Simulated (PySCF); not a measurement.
Isomers of C6H8O2Si, mass 140.029 u with the commonest isotopes. Computed with PBE0/pcSseg-1 in PySCF (dipole) on a GFN2-xTB geometry, gas phase. One conformer each, none proved a minimum here; rigid rotors.

**Question.** Order these by rotational constant B, smallest first.
A. `[CH3:1][O:2][C:3](=[O:4])[C:5]1=[CH:6][CH:7]=[CH:8][SiH2:9]1` with C1–O2–C3–O4 0°, O2–C3–C5–C6 180°
B. `[CH:1]#[C:2][C:3](=[O:4])[O:5][Si@@H:6]([CH3:7])[CH:8]=[CH2:9]` with C2–C3–O5–Si6 177°, C3–O5–Si6–C7 177°, O5–Si6–C8–C9 -152°
C. `[CH3:1][CH2:2][Si@H:3]1[C:4](=[O:5])[CH:6]=[C:7]1[CH:8]=[O:9]` with C1–C2–Si3–C4 85°, C6–C7–C8–O9 129°

**Answer.** B (778.0 MHz), A (937.4 MHz), C (1100 MHz).

**Question.** Order these by rotational constant C, smallest first.
A. `[CH:1]#[C:2][C:3](=[O:4])[O:5][Si@@H:6]([CH3:7])[CH:8]=[CH2:9]` with C2–C3–O5–Si6 177°, C3–O5–Si6–C7 177°, O5–Si6–C8–C9 -152°
B. `[CH3:1][CH2:2][Si@H:3]1[C:4](=[O:5])[CH:6]=[C:7]1[CH:8]=[O:9]` with C1–C2–Si3–C4 85°, C6–C7–C8–O9 129°
C. `[CH3:1][O:2][C:3](=[O:4])[C:5]1=[CH:6][CH:7]=[CH:8][SiH2:9]1` with C1–O2–C3–O4 0°, O2–C3–C5–C6 180°

**Answer.** A (668.9 MHz), B (702.0 MHz), C (725.2 MHz).

**Question.** Order these by out-of-plane moment Σ m c² = (Ia + Ib − Ic)/2, largest first.
A. `[CH:1]#[C:2][C:3](=[O:4])[O:5][Si@@H:6]([CH3:7])[CH:8]=[CH2:9]` with C2–C3–O5–Si6 177°, C3–O5–Si6–C7 177°, O5–Si6–C8–C9 -152°
B. `[CH3:1][CH2:2][Si@H:3]1[C:4](=[O:5])[CH:6]=[C:7]1[CH:8]=[O:9]` with C1–C2–Si3–C4 85°, C6–C7–C8–O9 129°
C. `[CH3:1][O:2][C:3](=[O:4])[C:5]1=[CH:6][CH:7]=[CH:8][SiH2:9]1` with C1–O2–C3–O4 0°, O2–C3–C5–C6 180°

**Answer.** A (45.79 u·Å²), B (26.95 u·Å²), C (4.62 u·Å²).

```tsv
SMILES	point group	Ia (u·Å²)	Ib (u·Å²)	Ic (u·Å²)	κ	μa (D)	μb (D)	μc (D)
C#CC(=O)O[Si@@H](C)C=C	C1	197.54	649.56	755.52	-0.88	0.72	1.71	1.45
CC[Si@H]1C(=O)C=C1C=O	C1	314.33	459.52	719.94	-0.12	0.08	0.65	0.94
COC(=O)C1=CC=C[SiH2]1	near Cs	166.98	539.13	696.86	-0.82	1.01	1.70	0.00
```
